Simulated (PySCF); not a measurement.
## How methods differ on the excitation energy of Co⁺

Co⁺ [Ar] 3d8 (3F) → Co⁺ [Ar] 3d7 4p1 (high-spin determinant), as a difference of total energies. All numbers are calculated (PySCF 2.14, the non-relativistic Hamiltonian (point nucleus), in dyall-av2z (16s12p7d2f, 101 functions)). Correlated levels: valence: [Ar] frozen; virtual orbitals above 40 to 60 times the deepest correlated orbital energy dropped. The calculations carry no spin-orbit coupling.

```csv
method,excitation energy (eV)
UHF,3.662
MP2 (valence),5.812
SCS-MP2 (valence),5.821
CCSD (valence),5.302
CCSD(T) (valence),5.418
```

Q: How much does correlation contribute at CCSD(T) (valence)?

A: 5.418 − (3.662) = 1.756 eV, measured against UHF.

A first-order spin-orbit estimate (lowest level to lowest level, LS coupling) adds 0.011 eV.

The determinant of the upper state mixes LS terms, which raises its energy above the lowest term, most at the Hartree-Fock and MP2 levels.
